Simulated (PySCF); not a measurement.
**Dipole response of H (hydrogen, neutral)**

1s1, 2S determinant. Computed with PySCF 2.14 in aug-cc-pVTZ, with no relativity, point nucleus. Coupled (time-dependent) response in atomic units; α is the mean over directions.

```json
{"method": "UHF", "mean α (bohr³)": "4.476", "C₆ (like pair)": "6.506", "S(−4)": "25.08"}
```

S(−4) is the Cauchy moment in α(ω) = α(0) + S(−4) ω² + …

Reference α: 4.507 bohr³ (recommended; Schwerdtfeger and Nagle, table of static dipole polarizabilities (2023 update)). Published C₆: 6.499 (Chu and Dalgarno (2004); Tang, Norbeck and Certain (1976)).

α(iu) at UHF:

```csv
u (hartree),α(iu) (bohr³)
0,4.476
0.0500,4.415
0.100,4.239
0.200,3.663
0.300,2.994
0.500,1.913
0.750,1.144
1.00,0.7430
1.50,0.3778
2.00,0.2257
3.00,0.1055
5.00,0.03921
```

For a non-relativistic one-electron ion the exact value is 9/(2Z⁴) = 4.500 bohr³; Hartree-Fock is exact here up to the basis.
